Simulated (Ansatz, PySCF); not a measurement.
C₃H₇BO₂, SMILES OB1CC(O)C1.

Geometry optimised at r2SCAN-D4/def2-SVP. This is a generated structure with no PubChem entry under its InChIKey; it may be hypothetical. One conformer was computed; it need not be the lowest.

Vertical ionisation energy (IE) and electron affinity (EA) in eV. Rows of orbital energies are one-electron estimates. Where ΔSCF, EOM or ADC give a negative EA the extra electron is unbound and the value depends on the basis.

```tsv
level	IE	EA
−ε(HOMO), −ε(LUMO), r2SCAN/def2-TZVP (PySCF)	6.26	0.40
−ε(HOMO), −ε(LUMO), PBE/def2-TZVP (PySCF)	5.95	0.78
ΔSCF, ωB97X-V/def2-SVPD (Ansatz), final states of multiplicity 2 and 2	10.04	-1.32
ΔSCF, PBE/def2-SVPD (Ansatz), final states of multiplicity 2 and 2	[?]	[?]
```

### Question
Fill in the missing entries. (The exact figures need the calculation; the answer reports its results.)

### Answer

- ΔSCF, PBE/def2-SVPD (Ansatz, a quantum-chemistry and plane-wave program), final states of multiplicity 2 and 2, IE: 9.36
- ΔSCF, PBE/def2-SVPD (Ansatz), final states of multiplicity 2 and 2, EA: -0.88

### Question
What vertical singlet–triplet gap does ΔSCF give with ωB97X-V/def2-SVPD (Ansatz) and with PBE/def2-SVPD (Ansatz)? (An estimate is asked for; the answer gives what the named calculation found.)

### Answer
6.19 and 5.39 eV (triplet above singlet where positive).
